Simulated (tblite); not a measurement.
Species: C₆H₉NO.
Atom-mapped SMILES: `[CH3:1][N:2]([CH3:3])[c:4]1[cH:5][cH:6][cH:7][o:8]1` (hydrogens: H9, H10, H11 on C1; H12, H13, H14 on C3; H15 on C5; H16 on C6; H17 on C7)

Computed with GFN2-xTB (tblite), gas phase: Langevin dynamics at 200 K from the optimised GFN2-xTB geometry, time step 0.5 fs, friction 0.01 fs⁻¹, 2000 steps. The instantaneous temperature is 2·E(kin)/(3Nk) with all 3N coordinates.

```tsv
t (fs)	T (K)	E(pot) above start (eV)	C1–N2 (Å)	N2–C3 (Å)	N2–C4 (Å)	C4–C5 (Å)	C5–C6 (Å)	C1–H9 (Å)	C1–N2–C4–C5 (°)
0	173	0.000	1.444	1.446	1.380	1.370	1.419	1.088	-19
25	143	0.237	1.439	1.436	1.374	1.380	1.434	1.068	-15
50	153	0.332	1.458	1.436	1.372	1.374	1.417	1.087	-20
75	166	0.334	1.480	1.441	1.378	1.358	1.438	1.097	-25
100	164	0.259	1.439	1.420	1.362	1.377	1.433	1.049	-23
125	155	0.375	1.473	1.411	1.389	1.392	1.438	1.115	-34
150	161	0.272	1.463	1.424	1.369	1.371	1.438	1.094	-42
175	100	0.413	1.469	1.435	1.398	1.397	1.416	1.050	-30
200	180	0.275	1.446	1.453	1.404	1.377	1.404	1.090	-44
225	195	0.392	1.421	1.447	1.408	1.372	1.414	1.108	-42
250	148	0.493	1.404	1.464	1.392	1.411	1.385	1.052	-54
275	140	0.412	1.434	1.456	1.381	1.396	1.376	1.079	-52
300	258	0.271	1.438	1.479	1.393	1.379	1.394	1.119	-54
325	146	0.521	1.397	1.425	1.423	1.347	1.409	1.099	-53
350	165	0.302	1.472	1.436	1.412	1.363	1.389	1.073	-57
375	155	0.396	1.482	1.424	1.353	1.409	1.382	1.123	-50
400	175	0.392	1.447	1.426	1.371	1.398	1.400	1.092	-53
425	188	0.425	1.483	1.431	1.388	1.363	1.428	1.049	-63
450	169	0.404	1.462	1.419	1.400	1.357	1.427	1.095	-39
475	212	0.367	1.443	1.403	1.363	1.353	1.414	1.129	-34
500	206	0.431	1.474	1.422	1.373	1.352	1.396	1.059	-34
525	246	0.352	1.475	1.464	1.366	1.388	1.402	1.082	-26
550	226	0.360	1.435	1.459	1.370	1.381	1.405	1.150	-40
575	170	0.296	1.419	1.481	1.415	1.364	1.403	1.094	-32
600	184	0.337	1.436	1.495	1.412	1.342	1.420	1.065	-23
625	200	0.335	1.431	1.479	1.370	1.349	1.443	1.089	-20
650	118	0.504	1.431	1.505	1.353	1.396	1.459	1.142	-9
675	168	0.247	1.426	1.486	1.359	1.387	1.432	1.069	-17
700	122	0.298	1.435	1.464	1.396	1.362	1.421	1.040	-7
725	185	0.247	1.447	1.452	1.419	1.346	1.428	1.142	-18
750	172	0.440	1.481	1.453	1.422	1.350	1.432	1.147	2
775	225	0.374	1.455	1.430	1.371	1.378	1.401	1.055	-6
800	211	0.319	1.466	1.449	1.367	1.424	1.412	1.046	-13
825	218	0.334	1.444	1.420	1.366	1.412	1.435	1.096	-19
850	184	0.352	1.435	1.426	1.432	1.352	1.454	1.114	-19
875	154	0.355	1.402	1.447	1.424	1.349	1.436	1.063	-4
900	243	0.321	1.404	1.429	1.374	1.388	1.411	1.076	-10
925	190	0.440	1.462	1.442	1.365	1.412	1.435	1.133	8
950	193	0.392	1.413	1.451	1.341	1.373	1.426	1.124	-3
975	252	0.382	1.428	1.473	1.420	1.352	1.441	1.055	3
1000	207	0.391	1.418	1.468	1.402	1.374	1.410	1.084	-10
```

**Question.** From 500 fs on, how do temperature and potential energy compare with equipartition?

**Answer.** The mean temperature of these 21 frames is 194 K against the target 200 K, and the mean potential energy 0.36 eV against 45 × kT/2 = 0.39 eV for 45 classical harmonic modes. For 17 atoms in a canonical ensemble the temperature itself scatters by T·√(2/(3N)) = 40 K; here its standard deviation is 35 K. The whole run lasts only 10 friction times of 100 fs, so these averages carry a wide statistical error.

**Question.** What are the kinetic and total energies of the listed frame with the highest potential energy?

**Answer.** The one at 325 fs, 0.521 eV above the start. Its kinetic energy is 3NkT/2 = 0.322 eV at 146 K, so the sum is 0.84 eV; over the listed frames the sum runs from 0.38 to 0.94 eV, since the thermostat adds and removes energy.

**Question.** How much do the listed bonds fluctuate from 500 fs on?

**Answer.** 
```json
{"bond": "C1–N2", "at the start (Å)": "1.444", "mean (Å)": "1.439", "standard deviation (Å)": "0.022"}
{"bond": "N2–C3", "at the start (Å)": "1.446", "mean (Å)": "1.457", "standard deviation (Å)": "0.024"}
{"bond": "N2–C4", "at the start (Å)": "1.380", "mean (Å)": "1.386", "standard deviation (Å)": "0.027"}
{"bond": "C4–C5", "at the start (Å)": "1.370", "mean (Å)": "1.373", "standard deviation (Å)": "0.024"}
{"bond": "C5–C6", "at the start (Å)": "1.419", "mean (Å)": "1.424", "standard deviation (Å)": "0.017"}
{"bond": "C1–H9", "at the start (Å)": "1.088", "mean (Å)": "1.092", "standard deviation (Å)": "0.035"}
```

The motion is classical and holds no zero-point motion.

The cost below is that of the whole dynamics run. Time: 36 s of wall time; peak memory 0.18 GiB. Hardware: an AMD EPYC with one thread (shared host).
